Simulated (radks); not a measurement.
Results of a calculation; reference values are marked as such.
Isoelectronic series with 10 electrons, each ion in its NIST ground configuration. Level of theory: scalar-relativistic Kohn-Sham, r2SCAN, spin-polarised, spherical densities, finite nucleus; meta-GGA in the generalised Kohn-Sham scheme; Fermi nuclear charge, rms radius of each element as measured or else 0.836 A^(1/3) + 0.57 fm (a radial shooting solver on a logarithmic mesh with Libxc functionals). Total energies (hartree) and orbital eigenvalues (eV):

ion    configuration  E (hartree)         2p         2s         1s
Ne              [Ne]   -129.08272   -13.9680   -38.3875  -837.8249
Mg2+            [Ne]   -199.54656   -68.0009  -102.9429  -1289.259
Al3+            [Ne]   -240.85292  -105.7401  -146.0783  -1556.823
Si4+            [Ne]   -286.20873  -150.4598  -196.2637  -1852.134
P5+             [Ne]   -335.61784  -202.1131  -253.4526  -2175.176
S6+             [Ne]   -389.08576  -260.6748  -317.6246  -2525.963
Cl7+            [Ne]   -446.61921  -326.1312  -388.7739  -2904.529
Ar8+            [Ne]   -508.22593  -398.4757  -466.9036  -3310.920
K9+             [Ne]   -573.91453  -477.7060  -552.0230  -3745.193
Ca10+           [Ne]   -643.69433  -563.8231  -644.1458  -4207.414
Sc11+           [Ne]   -717.57544  -656.8306  -743.2892  -4697.655
Ti12+           [Ne]   -795.56871  -756.7337  -849.4733  -5215.997
V13+            [Ne]   -877.68571  -863.5391  -962.7210  -5762.526
Cr14+           [Ne]   -963.93857  -977.2551  -1083.057  -6337.334
Mn15+           [Ne]  -1054.34021  -1097.891  -1210.509  -6940.520
Fe16+           [Ne]  -1148.90432  -1225.456  -1345.106  -7572.190
Co17+           [Ne]  -1247.64509  -1359.963  -1486.880  -8232.453
Ni18+           [Ne]  -1350.57775  -1501.423  -1635.863  -8921.428
Cu19+           [Ne]  -1457.71744  -1649.848  -1792.091  -9639.231
Zn20+           [Ne]  -1569.08113  -1805.254  -1955.601  -10386.00
Ga21+           [Ne]  -1684.68567  -1967.653  -2126.432  -11161.86
Ge22+           [Ne]  -1804.54896  -2137.062  -2304.625  -11966.95
